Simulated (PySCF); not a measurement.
# K3X+ across group 16

Level: PBE0, basis family def2-TZVP, scalar-relativistic core potentials from Rb on and no relativity for lighter atoms.

Each entry is the lowest minimum that a search over a few typed start shapes (and spin states, where more than one is plausible) found, or that minimum re-optimised at the stated level; isomers with ligand–ligand bonds, or fragments after loss of a ligand pair, can lie lower. Open shells are unrestricted; no spin–orbit coupling; PySCF with density fitting.

```
molecule  2S+1  point group  mean bond to the central atom (Å)  lowest ω (cm⁻¹)  polar-tensor charge of the central atom
    K₃S⁺     1          D3h                              2.831               56                                    -1.38
   K₃Se⁺     1          D3h                              2.960               35                                    -1.34
   K₃Te⁺     1          D3h                              3.169               30                                    -1.29
```

The shape of K₃Se⁺, K₃Te⁺ rests on a mode under 45 cm⁻¹ and is not firmly settled.

Left out of the table are members whose search was unfinished or whose lowest solution was spin-contaminated, unstable, very soft or bonded differently.
